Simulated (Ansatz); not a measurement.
`Sc1ccc(-c2ccc(-c3ccc(-c4ccc(S)s4)s3)s2)s1`. Total charge 0; singlet. Geometry PBE-D4/def2-SVP.

```xyz
32

S    -1.2218   -5.4313    6.8889
C    -0.9563   -4.6933    5.3117
C    -1.0738   -5.3050    4.0703
C    -0.9005   -4.4061    2.9858
C    -0.6463   -3.0924    3.3853
C    -0.3878   -1.9294    2.5712
C    -0.0109   -0.6432    2.9608
C     0.1582    0.2493    1.8775
C    -0.0867   -0.3330    0.6313
C    -0.0170    0.2582   -0.6797
C    -0.2570   -0.3208   -1.9273
C    -0.0911    0.5750   -3.0087
C     0.2793    1.8628   -2.6153
C     0.5353    3.0274   -3.4247
C     0.9283    4.3074   -3.0427
C     1.0861    5.2094   -4.1288
C     0.8128    4.6228   -5.3582
S     0.8641    5.3041   -6.9829
S     0.3601    2.9463   -5.1737
S     0.4203    1.9473   -0.8698
S    -0.5373   -2.0162    0.8264
S    -0.6626   -2.9759    5.1339
H     0.0592   -5.3233    7.3603
H    -1.2660   -6.3803    3.9640
H    -0.9341   -4.7060    1.9297
H     0.1443   -0.3671    4.0134
H     0.4559    1.3012    1.9898
H    -0.5458   -1.3750   -2.0436
H    -0.2355    0.2965   -4.0622
H     1.1002    4.5838   -1.9928
H     1.3917    6.2586   -4.0181
H     1.2347    6.5482   -6.5716
```

Single mean-field runs in def2-TZVP are fitted with def2-universal-jkfit.

Problem. Estimate the orbital energies around the gap (eV) in Ansatz with PBE-D4/def2-SVP, PBE-D4/def2-TZVP, r2SCAN-D4/def2-TZVP, PBE0-D4/def2-SVP, PBE0-D4/def2-TZVP.

Solution. 
```tsv
orbital	PBE-D4/def2-SVP	PBE-D4/def2-TZVP	r2SCAN-D4/def2-TZVP	PBE0-D4/def2-SVP	PBE0-D4/def2-TZVP
HOMO−9	-7.81	-7.88	-8.19	-9.17	-9.18
HOMO−8	-7.08	-7.16	-7.43	-8.35	-8.37
HOMO−7	-6.53	-6.61	-6.87	-7.70	-7.73
HOMO−6	-6.49	-6.58	-6.83	-7.66	-7.69
HOMO−5	-6.36	-6.44	-6.69	-7.52	-7.56
HOMO−4	-6.28	-6.37	-6.63	-7.51	-7.53
HOMO−3	-6.23	-6.31	-6.55	-7.40	-7.40
HOMO−2	-5.89	-6.00	-6.25	-7.10	-7.14
HOMO−1	-5.22	-5.31	-5.48	-6.22	-6.23
HOMO	-4.49	-4.56	-4.67	-5.31	-5.31
LUMO	-2.73	-2.86	-2.84	-2.23	-2.30
LUMO+1	-1.97	-2.15	-2.07	-1.31	-1.44
LUMO+2	-1.17	-1.40	-1.26	-0.36	-0.56
LUMO+3	-0.86	-1.34	-1.07	0.13	-0.35
LUMO+4	-0.46	-0.81	-0.59	0.49	0.18
LUMO+5	-0.44	-0.76	-0.54	0.51	0.23
```
